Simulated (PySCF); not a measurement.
# [Bi(H2O)3]3+ at several levels of theory

Computed with PySCF 2.14.0 (density fitting, no spin-orbit coupling) at the geometry relaxed with PBE0:

```xyz
10
[Bi(H2O)3]3+ (singlet; a saddle point, relaxed within its symmetry)
Bi    0.0000    0.0000    0.0000
O     2.3093    0.0000    0.0000
H     2.9106   -0.7408    0.2622
H     2.9106    0.7408   -0.2622
O    -1.1546    1.9999    0.0000
H    -0.8137    2.8910    0.2622
H    -2.0968    2.1503   -0.2622
O    -1.1546   -1.9999    0.0000
H    -2.0968   -2.1502    0.2622
H    -0.8138   -2.8910   -0.2622
```

```tsv
level	basis	state	HOMO (eV)	gap (eV)	charge on Bi1 (e)	dipole about the centre of mass (D)	largest force component (eV/Å)
PBE0	Bi def2-SVP with ECP60, O def2-SVP, H def2-SVP	singlet	-25.33	5.32	1.97	0.00	0.00
CAM-B3LYP	the same	singlet	-26.78	7.71	1.96	0.00	0.19
B3LYP	the same	singlet	-25.01	4.76	1.92	0.00	0.17
```

Charges are Mulliken's, which hang on the basis. The relaxation used the grid (50, 194), these runs (75, 302) or, all-electron (x2c bases, spin-free X2C Hamiltonian), (99, 590).

Problem. What does PBE0 with Bi def2-TZVP with ECP60, O def2-TZVP, H def2-TZVP give here?

Solution. state singlet, HOMO (eV) -25.41, gap (eV) 5.41, charge on Bi1 (e) 1.98, dipole about the centre of mass (D) 0.00, largest force component (eV/Å) 0.24. Time: 19 s on 2 threads of Intel(R) Xeon(R) Platinum 8488C (Sapphire Rapids), with other jobs on the host, from free ions and atoms.

In the first row's basis the gap widens with exact exchange: 4.8 to 5.3 eV for B3LYP, PBE0 (a fixed share); 7.7 eV for CAM-B3LYP (rising or full at long range).
